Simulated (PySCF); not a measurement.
Molecule: `CO[SiH2]C#C[SiH3]`, C3H8OSi2.

Structure with atom numbers: `[CH3:1][O:2][SiH2:3][C:4]#[C:5][SiH3:6]` (H(Xn): hydrogen on atom n).

Geometry PBE0-D3(BJ)/def2-SVP throughout; GIAO in PySCF 2.14, gas phase, one conformer, non-relativistic; equivalent atoms averaged; basis pcSseg-1.

Question: How do the shifts δ (against TMS, H2O at the same level) depend on the functional? (ppm; last column core-seconds on shared hosts with different chips, so compare them loosely)

Answer: 
```csv
functional,kind,C4,C5,C1,O2,Si3,Si6,H(Si3),H(Si6),H(C1),core-s
HF,Hartree–Fock,121.4,117.2,47.8,-20.9,-49.5,-86.5,4.27,3.94,3.49,8.7
LDA,LDA,123.3,116.1,55.4,16.4,-44.6,-108.0,5.26,4.45,3.81,18
PBE,GGA,117.0,109.4,54.8,15.8,-49.5,-102.7,5.01,4.28,3.76,23
BLYP,GGA,115.5,107.8,55.3,20.1,-55.9,-105.3,4.85,4.17,3.78,23
BP86,GGA,116.7,109.2,55.2,13.2,-49.9,-101.4,4.98,4.27,3.76,23
OPBE,GGA,112.8,105.1,53.2,10.7,-45.7,-94.5,4.94,4.25,3.69,23
KT2,GGA,109.4,101.6,54.3,13.0,-47.7,-99.3,4.97,4.28,3.74,17
KT3,GGA,106.9,99.1,53.5,14.4,-51.1,-96.7,4.75,4.12,3.69,16
B97-D,GGA,111.5,104.1,54.4,11.7,-52.7,-98.2,4.77,4.13,3.75,16
B3LYP,global hybrid,117.8,111.0,53.7,9.1,-52.5,-100.0,4.70,4.11,3.69,12
PBE0,global hybrid,119.2,112.8,53.0,2.8,-46.5,-96.3,4.79,4.19,3.65,12
mPW1PW91,global hybrid,118.9,112.6,53.1,2.4,-46.8,-94.9,4.74,4.16,3.64,12
WP04,global hybrid,111.9,105.7,54.9,2.9,-57.2,-90.0,4.06,3.57,3.50,21
B97-2,global hybrid,115.5,109.0,53.0,2.4,-48.4,-94.2,4.68,4.10,3.64,18
BHandHLYP,global hybrid,119.9,114.4,51.5,-3.1,-50.2,-94.0,4.49,4.02,3.59,18
CAM-B3LYP,range-separated hybrid,120.1,114.2,53.0,4.2,-48.9,-98.8,4.65,4.08,3.67,29
wB97X-D,range-separated hybrid,118.5,112.8,53.1,-1.5,-46.1,-94.3,4.68,4.11,3.62,24
LC-wPBE,range-separated hybrid,122.9,117.8,52.3,-6.4,-41.2,-92.5,4.62,4.03,3.59,34
```

Question: Which nucleus moves most, in ppm?

Answer: O2 (oxygen bonded to C, Si): from -20.9 ppm with HF to 20.1 ppm with BLYP. The smallest spread is 0.32 ppm, at H(C1). Proton shifts span only some 12 ppm, so a few tenths of a ppm matter as much there as several ppm in carbon.
